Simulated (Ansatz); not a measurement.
Mulliken charges of `F[SiH2]O[SiH](F)F` from B3LYP/def2-TZVPP in Ansatz (PBE0-D4/def2-TZVP geometry).

| atom | x (Å) | y (Å) | z (Å) | charge (e) |
| --- | --- | --- | --- | --- |
| F1 | -1.228 | -0.141 | -2.383 | -0.315 |
| Si2 | -0.471 | 0.775 | -1.328 | 0.641 |
| O3 | 0.018 | -0.178 | -0.109 | -0.302 |
| Si4 | 0.449 | -0.781 | 1.310 | 0.808 |
| F5 | 1.953 | -0.397 | 1.603 | -0.305 |
| F6 | -0.425 | -0.125 | 2.451 | -0.306 |
| H7 | 0.709 | 1.359 | -1.995 | -0.074 |
| H8 | -1.428 | 1.781 | -0.826 | -0.072 |
| H9 | 0.297 | -2.235 | 1.346 | -0.074 |

Problem. By hand: the dipole of these point charges (1 e Å = 4.8032 D).

Solution. Σ q r = (0.005, 0.060, -0.141) e Å, of length 0.153 e Å = 0.73 D.

Problem. How does the dipole of the full density compare? (Best estimate.)

Solution. The calculation gave: (0.000, 0.036, -0.083) e Å, 0.43 D; the point charges give 1.70 times that, at 2° from its direction.

Point charges leave out the atoms' own dipoles, such as those of lone pairs, and Mulliken's split depends on the basis, so the two needn't agree.

B3LYP here is the variant with VWN-RPA as its local correlation; programs differ in this.
